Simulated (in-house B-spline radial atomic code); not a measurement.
What moves the levels of I II (I+) ([Kr] 4d10 5s2 5p4)? Level of theory: Dirac-Hartree-Fock, average of configuration, Fermi nucleus of rms radius 4.75 fm; calculated with a radial B-spline atomic code at the basis-set limit.

Baseline run (computed): total energy -7115.4177 hartree, 1s1/2 at -1226.353 hartree, 5p3/2 at -19.125 eV with <r> = 2.366 bohr.

Scaling the speed of light c (a factor of 100 is close to the non-relativistic limit):

| c/c0 | ΔE (hartree) | 5p3/2 level (eV) | 5p3/2 <r> (bohr) |
| --- | --- | --- | --- |
| 0.95 | -23.269 | -19.0849 | 2.366 |
| 0.98 | -8.8328 | -19.1098 | 2.366 |
| 1.02 | 8.2647 | -19.1392 | 2.366 |
| 1.5 | 113.59 | -19.3188 | 2.363 |
| 100 | 197.89 | -19.4608 | 2.361 |

Changing the nucleus:

| nucleus | ΔE (eV) |
| --- | --- |
| Gaussian nucleus of rms radius 4.75 fm | -0.0238 |
| uniform spherical nucleus of rms radius 4.75 fm | 0.00829 |
| Fermi nucleus of rms radius 4.655 fm | -0.232 |
| Fermi nucleus of rms radius 4.845 fm | 0.236 |

A larger nucleus binds the electrons less, roughly as the density at the nucleus times the change of the nuclear <r²>. At equal rms radius the shape enters only through higher moments.

Q: The nuclear charge is raised by 0.1. What does the Hellmann-Feynman theorem predict for the energy, and what is found?

A: dE/dZ ≈ -Σ<1/r>, which is -326.002 at the start and -326.859 at the end; their mean times 0.1 is -32.643 hartree, and the two runs differ by -32.643 hartree.
